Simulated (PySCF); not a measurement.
Bonds: Al1-O4 1.866 Å, Al1-O12 1.866 Å, O4-Al5 1.862 Å, Al5-O8 1.864 Å, O8-Al9 1.868 Å, Al9-O12 1.864 Å. Al1 carries H2, H3; O4 carries H13; Al5 carries H6, H7; O8 carries H14; Al9 carries H10, H11; O12 carries H15.

One conformer, non-relativistic Hamiltonian, in vacuum, equivalent nuclei averaged. B3LYP/pcSseg-1 (pcSseg-2 on Al) with gauge-including orbitals; structure optimised with PBE0-D3(BJ)/def2-SVP; PySCF.

Scale: TMS for $^{1}$H (σ = 31.38 ppm); [Al(H2O)6]3+ for $^{27}$Al (σ = 571.15 ppm); $^{17}$O (σ = 334.04 ppm) against H2O (reference shieldings calculated alike).

```tsv
atoms	nucleus	count	δ (ppm)
O4/O8/O12	$^{17}$O	3	62.6
Al1/Al5/Al9	$^{27}$Al	3	143.6
H2/H3/H6/H7/H10/H11	$^{1}$H	6	?
H13/H14/H15	$^{1}$H	3	?
```

**Question.** Complete the table.

**Answer.** 
- H2/H3/H6/H7/H10/H11: 4.19 ppm, hydrogen on an aluminium bonded to 2 O
- H13/H14/H15: 2.25 ppm, hydrogen on an oxygen bonded to 2 Al

OH/NH shifts are gas-phase values; hydrogen bonding in solution moves them, usually downfield. Hydrides on Al or Ga are broadened by the quadrupolar metal nucleus. Experimental scales use liquid or dissolved standards, which lie at an offset from isolated H2O (liquid H2O: subtract about 36 ppm).
